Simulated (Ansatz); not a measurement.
Species: C5H7Ge, charge 0, multiplicity 2. It need not be the lowest isomer of its formula. SMILES: [GeH2][C]1=CCC=C1
Structure (B3LYP-D3(BJ)/def2-TZVP (Ansatz, a quantum-chemistry and plane-wave program) minimum search):
```
C
C 1 1.3563
H 2 1.0804 1 126.42
C 1 1.4736 2 107.93 3 179.38
C 4 1.3419 1 109.85 2 0.91
H 5 1.0799 4 126.69 1 179.06
H 4 1.0810 5 126.05 6 -0.17
C 2 1.4995 3 123.68 1 -179.65
H 8 1.0969 2 111.89 3 59.68
H 8 1.0973 9 105.88 2 122.15
Ge 1 1.9279 2 126.11 3 3.10
H 11 1.5457 1 110.61 2 -24.10
H 11 1.5465 12 111.15 1 124.17
```
Charge 0, spin multiplicity 2.

Parts of the frozen-core correlation energy in 6-31G (Ansatz, hartree). Frozen orbitals: 19; correlated occupied orbitals by spin: 16 and 15; virtual: 53 and 54. UHF or UKS for open shells. No spin-orbit coupling. Non-relativistic.

```tsv
term	value
reference (HF)	-2268.29899
MP2 opposite-spin	-0.34592
MP2 same-spin	?
CCSD correlation	?
(T)	?
T1 diagnostic	0.044
largest doubles amplitude	0.088
<S^2> of the reference	1.234
```

Problem. Complete the blanks.

Solution. 
- MP2 same-spin, value: -0.10574
- CCSD correlation, value: -0.52954
- (T), value: -0.01845
